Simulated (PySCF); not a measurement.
Si(CCH)2(Me)(OH) (C5H6OSi), SMILES C#C[Si](C)(O)C#C. Atoms are numbered in the order given.

```xyz
13

C     -0.1742    -1.4482     2.4824
C     -0.0806    -0.7410     1.4813
Si     0.0661     0.3488     0.0000
C     -1.2494     1.6696     0.0000
O      1.5473     1.1417     0.0000
C     -0.0806    -0.7410    -1.4813
C     -0.1742    -1.4482    -2.4824
H     -0.2583    -2.0728     3.3625
H     -1.1490     2.3072     0.9008
H     -1.1490     2.3072    -0.9008
H     -2.2587     1.2131     0.0000
H      2.3233     0.5542     0.0000
H     -0.2583    -2.0728    -3.3625
```

Geometry optimised at PBE-D3(BJ)/def2-SVP. The values are those of a single conformer.

The numbers are results of PBE-D3(BJ)/def2-SVP in PySCF, not measurements.

Frequencies are harmonic and unscaled.

| mode | ν (cm⁻¹) | IR (km/mol) | moving atoms (share of kinetic energy) |
|---|---|---|---|
| 1 | 88 | 0.7 | C 72 %, H 18 % |
| 2 | 107 | 4.6 | C 45 %, H 38 %, O 16 % |
| 3 | 123 | 0.9 | C 53 %, H 22 %, Si 14 %, O 12 % |
| 4 | 136 | 0.6 | H 91 %, C 8 % |
| 5 | 174 | 1.3 | C 50 %, H 26 %, O 17 % |
| 6 | 230 | 1.5 | O 34 %, C 32 %, H 27 % |
| 7 | 234 | 68.7 | H 73 %, C 21 % |
| 8 | 291 | 4.2 | C 78 %, H 18 % |
| 9 | 349 | 63.1 | C 57 %, O 27 %, H 13 % |
| 10 | 380 | 32.1 | C 81 %, H 9 % |
| 11 | 391 | 62.1 | C 74 %, H 11 %, Si 9 % |
| 12 | 539 | 15.4 | C 71 %, Si 10 %, O 9 %, H 9 % |
| 13 | 636 | 93.4 | C 43 %, Si 40 %, H 17 % |
| 14 | 692 | 22.6 | H 76 %, C 24 % |
| 15 | 693 | 30.0 | H 76 %, C 24 % |
| 16 | 703 | 2.1 | H 76 %, C 24 % |
| 17 | 703 | 47.8 | H 76 %, C 24 % |
| 18 | 725 | 73.4 | C 36 %, Si 33 %, H 28 % |
| 19 | 744 | 23.5 | H 62 %, O 18 %, C 17 % |
| 20 | 790 | 168.2 | H 60 %, C 22 %, Si 18 % |
| 21 | 843 | 319.7 | H 51 %, O 21 %, Si 20 % |
| 22 | 894 | 44.6 | Si 37 %, H 35 %, O 27 % |
| 23 | 1218 | 27.0 | H 77 %, C 23 % |
| 24 | 1375 | 3.5 | H 96 % |
| 25 | 1376 | 1.9 | H 96 % |
| 26 | 2082 | 23.1 | C 90 %, H 9 % |
| 27 | 2083 | 54.8 | C 90 %, H 9 % |
| 28 | 2985 | 0.2 | H 97 % |
| 29 | 3091 | 0.9 | H 91 %, C 9 % |
| 30 | 3092 | 1.1 | H 91 %, C 9 % |
| 31 | 3389 | 64.6 | H 86 %, C 14 % |
| 32 | 3389 | 29.0 | H 86 %, C 14 % |
| 33 | 3763 | 76.0 | H 94 % |
